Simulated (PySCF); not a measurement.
**[Er(OH)4]−: from a saddle point downhill**

PySCF 2.14.0, RKS PBE, Er lcecp-1-SVP with ECP57, O def2-SVP, H def2-SVP; non-relativistic Hamiltonian with scalar-relativistic core potentials where named; density fitting; no spin-orbit coupling. Relaxed within the symmetry of its start, the geometry (S4) is

```xyz
9

Er    0.0000    0.0000    0.0001
O     1.1601    1.3188    1.1992
H     2.1144    1.4924    1.1939
O    -1.1601   -1.3188    1.1992
H    -2.1144   -1.4924    1.1939
O     1.3184   -1.1600   -1.1995
H     1.4899   -2.1147   -1.1956
O    -1.3184    1.1600   -1.1995
H    -1.4899    2.1147   -1.1956
```

and its lowest harmonic modes are -86, -82, 23, 53, 115, 126 cm⁻¹ (negative: unstable). It was moved along the lowest mode and relaxed again.

Question: Where does it end, and how much lower?

Answer: In C1, 0.001 eV lower, after 5 steps:
```xyz
9

Er    0.0148   -0.0076    0.0015
O     1.1352    1.3308    1.2084
H     2.0544    1.6340    1.2548
O    -1.1982   -1.2854    1.1982
H    -2.1621   -1.3682    1.1120
O     1.2909   -1.1786   -1.2206
H     1.3972   -2.1217   -1.4155
O    -1.3290    1.1541   -1.1774
H    -1.5679    2.0717   -0.9654
```

Question: How do the contacts change?

Answer: 
| contact | saddle (Å) | end (Å) |
| --- | --- | --- |
| Er1–O2 (OH) | 2.127 | 2.122 |
| Er1–O4 (OH) | 2.127 | 2.130 |
| Er1–O6 (OH) | 2.127 | 2.120 |
| Er1–O8 (OH) | 2.127 | 2.132 |


Question: Is the end a minimum?

Answer: No, 1 of the modes stay unstable (below −25 cm⁻¹); lowest modes -86, 26, 74, 85, 120, 140 cm⁻¹.

An lcecp potential fixes the number of 4f electrons, so in runs with it no electron can move into or out of that shell.

State: singlet in the valence, with the 4f electrons in the core potential.
